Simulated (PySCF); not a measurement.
Cartesian coordinates (Å):
```xyz
7

Zn     0.0025     0.0011    -0.0006
N      0.3083     0.2121     1.7909
H      1.3030     0.2513     2.0497
H     -0.1038    -0.5258     2.3776
N     -0.5640    -0.1253    -1.7360
H      0.0496    -0.6862    -2.3418
H     -0.6697     0.7820    -2.2097
```
Charge 0, spin multiplicity 1.

Give the HOMO–LUMO gap, LUMO and charge on the central atom (meta-Löwdin) at the level TPSSh-D3(BJ)/def2-TZVP // PBE-D3(BJ)/def2-SVP (PySCF).


```
Quantity                                     Value
----------------------------------------  --------
HOMO–LUMO gap                              5.35 eV
LUMO                                      -0.74 eV
charge on the central atom (meta-Löwdin)    1.12 e
```
